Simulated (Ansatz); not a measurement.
Abridged output of a molecular run in Ansatz:

```
Functional definition: HF
1904 factors; integrals over basis functions are off by at most 1.5e-3 eV
mean field evaluation 1: about -66877.2098 eV, gradient 4.9e1 eV
mean field evaluation 2: about -66877.3694 eV, gradient 5.0e1 eV
mean field evaluation 4: about -66882.8380 eV, gradient 5.3e0 eV
mean field evaluation 8: about -66882.9151 eV, gradient 1.8e-4 eV
mean field -66882.91505944 eV, -2457.9017935662 hartree, gradient 8.3e-6 eV, S^2 0.000000; 0 other end points of the search recorded, 0 dependent functions left out
16 core orbitals not correlated: weight in the atoms' cores, before any rotation towards them, 1.000 or more for the frozen orbitals, at most 0.000 for the correlated occupied ones
reference -66882.91505944 eV, -2457.9017935662 hartree; 30, 30 occupied and 144, 144 virtual orbitals, 1904 factors
second order -36.77779439 eV of doubles, -0.00000000 eV of singles
cycle   1  -37.39186862 eV  change   -6.1e-1 eV  update   1.4e-1
cycle   2  -38.39067889 eV  change    -1.0e0 eV  update   3.9e-2
cycle   3  -38.62221087 eV  change   -2.3e-1 eV  update   2.0e-2
cycle   4  -38.61100767 eV  change    1.1e-2 eV  update   4.2e-3
cycle   5  -38.61155855 eV  change   -5.5e-4 eV  update   1.9e-3
cycle   6  -38.61234994 eV  change   -7.9e-4 eV  update   5.7e-4
cycle   7  -38.61194198 eV  change    4.1e-4 eV  update   2.3e-4
cycle   8  -38.61185336 eV  change    8.9e-5 eV  update   6.2e-5
cycle   9  -38.61185445 eV  change   -1.1e-6 eV  update   2.1e-5
perturbative correction -1.03773357 eV, -0.0381360054 hartree
Total energy: -66922.56464746 eV, -2459.3588890505 hartree
```

Its atoms:

Z-matrix (Å, degrees):
```
C
C 1 1.508
H 1 1.092 2 110.7
H 1 1.093 2 110.4 3 -120.1
H 1 1.092 2 110.5 3 119.9
O 2 1.422 1 108.6 3 -60.3
H 2 1.098 1 110.3 3 60.6
H 2 1.096 1 110.5 3 179.1
Ge 6 1.755 2 119.5 1 174.8
O 9 1.770 6 111.4 2 -60.8
O 9 1.757 6 107.2 2 53.0
H 9 1.533 6 107.2 2 177.1
C 10 1.409 9 119.2 6 -68.0
C 11 1.412 9 120.3 6 -164.7
H 13 1.096 10 111.9 9 67.6
H 13 1.092 10 108.0 9 -173.3
H 13 1.098 10 112.3 9 -54.3
H 14 1.092 11 107.6 9 175.1
H 14 1.094 11 111.9 9 55.7
H 14 1.097 11 111.9 9 -66.4
```

(1) Which basis set was used?
A. cc-pV(Q+d)Z
B. def2-SVP
C. def2-TZVPPD
D. def2-QZVPP

(2) Write the keys of the input that set method, charge and spin (a neutral closed shell needs none for the last two).

Answers

(1) B. It gives 190 functions.

(2) 
```yaml
correlation: {method: ccsd_t}
```
